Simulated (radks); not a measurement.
The numbers below are computed, except where a source is named.
All-electron atom: Re+ in [Xe] 4f14 5d5 6s1 (the NIST ground configuration).

Level of theory: scalar-relativistic Kohn-Sham, PBE, spin-polarised, spherical densities, point nucleus; open shells are filled with parallel spins first (spin-orbit coupling, left out, can overturn this in heavy ions) (a radial shooting solver on a logarithmic mesh with Libxc functionals).

Energy parts (Ry):
part                       energy
total                 -33384.1661
kinetic                36900.2017
electron-nucleus      -82608.2743
Hartree                12984.7171
exchange-correlation    -660.8107

Orbitals (lengths in bohr, moments of r in powers of bohr; r(max) is where P^2 peaks):
orbital,occ.,eigenvalue (Ry),<r>,r(max)
1s up,1,-5268.008,0.01803,0.01124
1s down,1,-5268.008,0.01803,0.01124
2s up,1,-913.8045,0.07621,0.06451
2s down,1,-913.7862,0.07620,0.06451
2p up,3,-797.4328,0.06834,0.05303
2p down,3,-797.4181,0.06834,0.05303
3s up,1,-211.9697,0.1974,0.1819
3s down,1,-211.9639,0.1974,0.1819
3p up,3,-177.6626,0.1979,0.1803
3p down,3,-177.6560,0.1979,0.1803
3d up,5,-138.8050,0.1792,0.1469
3d down,5,-138.7927,0.1792,0.1469
4s up,1,-44.66282,0.4405,0.4125
4s down,1,-44.64588,0.4405,0.4126
4p up,3,-33.41170,0.4686,0.4330
4p down,3,-33.39586,0.4686,0.4331
4d up,5,-19.30521,0.5001,0.4432
4d down,5,-19.28638,0.4999,0.4433
4f up,7,-3.65697,0.5829,0.4170
4f down,7,-3.62020,0.5781,0.4168
5s up,1,-6.87319,1.040,0.9397
5s down,1,-6.71243,1.031,0.9349
5p up,3,-4.08829,1.214,1.065
5p down,3,-3.87453,1.200,1.056
5d up,5,-1.03808,1.837,1.425
5d down,0,-0.76053,1.847,1.400
6s up,1,-0.99783,2.803,2.443

The highest occupied level is 6s up at -13.576 eV. Summed over all electrons, <r^2> = 52.63 bohr^2, which gives a Langevin (diamagnetic) susceptibility term of -41.7 x 10^-6 cm^3/mol.
